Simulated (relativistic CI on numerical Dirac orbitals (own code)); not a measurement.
Mn5+ (3d2) in a crystal field

Calculated by Dirac-Coulomb-Breit CI, orbitals from a KLI potential per configuration, model QED (radiative potential, 1s self-energy scaled to tabulated hydrogen-like ionisation energies), valence Slater integrals scaled by 0.8, one configuration in a parametric crystal field (own radial code).

Field parameters in Wybourne normalisation: Oh B⁴₀ = 21Dq, B⁴₄ = √(5/14) B⁴₀. The field is a parameter set, without covalency.

S is read from ⟨S²⟩ = S(S + 1).

Powder χT (cm³ K mol⁻¹) by Van Vleck's formula, with temperature-independent terms:

| Field | 2 K | 5 K | 10 K | 20 K | 50 K | 100 K | 200 K | 300 K |
| --- | --- | --- | --- | --- | --- | --- | --- | --- |
| Oh, 10Dq = 5900 cm⁻¹ | 0.00262 | 0.00655 | 0.0131 | 0.0265 | 0.0742 | 0.157 | 0.313 | 0.462 |
| Oh, 10Dq = 15300 cm⁻¹ | 0.00685 | 0.0171 | 0.0343 | 0.0646 | 0.124 | 0.205 | 0.36 | 0.508 |
| Oh, 10Dq = 20000 cm⁻¹ | 0.00978 | 0.0245 | 0.0479 | 0.0814 | 0.139 | 0.22 | 0.375 | 0.522 |
| Oh, 10Dq = 24700 cm⁻¹ | 0.0131 | 0.0328 | 0.0615 | 0.0954 | 0.151 | 0.231 | 0.387 | 0.533 |
| Oh, 10Dq = 29400 cm⁻¹ | 0.0167 | 0.0416 | 0.0739 | 0.107 | 0.161 | 0.241 | 0.397 | 0.543 |
| Oh, 10Dq = 34100 cm⁻¹ | 0.0205 | 0.0505 | 0.0849 | 0.116 | 0.17 | 0.249 | 0.406 | 0.551 |
| Oh, 10Dq = 38800 cm⁻¹ | 0.0244 | 0.0591 | 0.0944 | 0.124 | 0.177 | 0.257 | 0.413 | 0.558 |
| Oh, 10Dq = 43500 cm⁻¹ | 0.0283 | 0.0672 | 0.103 | 0.131 | 0.183 | 0.263 | 0.42 | 0.565 |

Task: For Oh, 10Dq = 38800 cm⁻¹: what effective moment follows at 300 K?

Result: μ_eff = √(8χT) = 2.11 μB. The ground level has S = 1.00; the spin-only moment for S = 1 is 2.83 μB. The difference comes from the orbital moment, spin-orbit mixing of terms and temperature-independent paramagnetism, all larger in this ionic model than in covalent complexes.
